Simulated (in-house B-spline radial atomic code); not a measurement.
Tc²⁺. Computed with a B-spline radial atomic code. Model: non-relativistic spherical atom: semilocal Troullier-Martins pseudo-atom, one channel per l, against all electrons, high spin, G0W0 and RPA with empty states to l = 8, local potential for every l without a channel, a model core (radius 0 = none) keeps its share of the functional.

Without relativity these are model numbers for so heavy an element.

What the tables leave out is listed at the end.

The pseudopotential gives back the lowest level of each angular momentum of its own functional in the configuration it was made in; a second state of the same l is only approximately right. Exact exchange, RPA and GW see the smooth pseudo-orbitals and miss the exchange with the core, for which the functional's share stands in. The column with an uncorrelated core keeps all orbitals and exact exchange, and so separates missing core correlation from pseudisation. Only the three outermost levels and the lowest empty one were computed. RPA here is direct RPA, with no exchange kernel, and its energies carry an (l + 1/2)⁻⁴ tail. A hybrid on a potential with a model core restores only its own semilocal share of the core's exchange.

Command:
```bash
python run_psgw.py task.json out
```
Settings (lengths in bohr, energies in hartree):
```
Z                      43
electrons              41
configuration          [Kr] 4d5
generated_in           [Kr] 4d5 5s2
functional             lda,vwn
core_shells            6
radius_factor          1.3
core_correction        False
```

Cost of the run: 46 s on 1 thread of Arm Neoverse N1, with other jobs on the host.

Given: made with LDA VWN5; model core radius 0 bohr; local radius 1.308 bohr; mean-field start PBE0.

Valence shells of the generating configuration: 4s, 4p, 4d, 5s.

Channel: s 1.252, p 1.34, d 1.623 (radii in bohr).

Computed: largest level miss in the spin-unpolarised generating configuration 0.131 eV; valence RPA correlation energy all-electron orbitals -0.68288 hartree; all-electron RPA polarisability, core included 6.594 bohr³; pseudo-atom RPA polarisability 6.415 bohr³.

| level | occupied | mean-field all-electron (eV) | mean-field pseudo minus all (eV) | G0W0 all-electron (eV) | G0W0 uncorrelated core minus all (eV) | G0W0 pseudo minus all (eV) | exchange self-energy all-electron (eV) | exchange self-energy pseudo (eV) |
| --- | --- | --- | --- | --- | --- | --- | --- | --- |
| 4d up | 1 | -25.9 | -0.264 | -30.425 | 0.107 | -0.356 | -30.464 | -27.579 |
| 4p down | 1 | -60.589 | -0.144 | -65.511 | 0.259 | -0.108 | -36.952 | -30.394 |
| 4d down (empty) | 0 | -18.423 | -0.187 | -15.144 | 0.114 | -0.149 | -10.352 | -7.5348 |

What is the valence RPA correlation energy pseudo?

-0.70574 hartree.

Given: mean-field start Hartree-Fock.

Computed: valence RPA correlation energy pseudo -0.61435 hartree; all-electron RPA polarisability, core included 4.9897 bohr³; pseudo-atom RPA polarisability 4.8191 bohr³.

```
        level  occupied  mean-field all-electron (eV)  mean-field pseudo minus all (eV)  G0W0 all-electron (eV)  G0W0 uncorrelated core minus all (eV)  G0W0 pseudo minus all (eV)  exchange self-energy all-electron (eV)  exchange self-energy pseudo (eV)
        4d up         1                       -30.458                             -0.37                 -30.783                                  0.108                      -0.238                                 -30.548                           -27.848
      4p down         1                       -66.234                             0.012                 -66.172                                   0.26                       0.126                                 -36.632                           -30.372
5s up (empty)         0                       -13.558                            -0.192                 -14.563                                  0.037                      -0.184                                 -3.1253                           -2.5154
```

What is the valence RPA correlation energy all-electron orbitals?

-0.59214 hartree.

Among the listed levels the largest G0W0 shift of the pseudo-atom is -0.36 eV, for 4d up on the PBE0 start, while leaving the core uncorrelated moves that level by +0.11 eV. So pseudisation and the lost core exchange, not the missing core correlation, make the error. Not in the tables (levels of low weight, unsolved or above zero; the highest and the empty levels are kept at any weight): on LDA, a start not tabulated, the G0W0 levels 4d up (pseudo minus all -0.21 eV, weights 0.20 and 0.36), 4p down (pseudo minus all -0.29 eV, weights 0.84 and 0.83), 4p up (pseudo minus all -0.44 eV, weights -0.23 and 0.10), 4d down (pseudo minus all -0.29 eV, weights 0.79 and 0.73); on PBE0 the G0W0 levels 4p up (pseudo minus all -2.60 eV, weights 0.02 and 0.06); on Hartree-Fock the G0W0 levels 4p up (pseudo minus all +3.74 eV, weights 0.40 and 0.04).
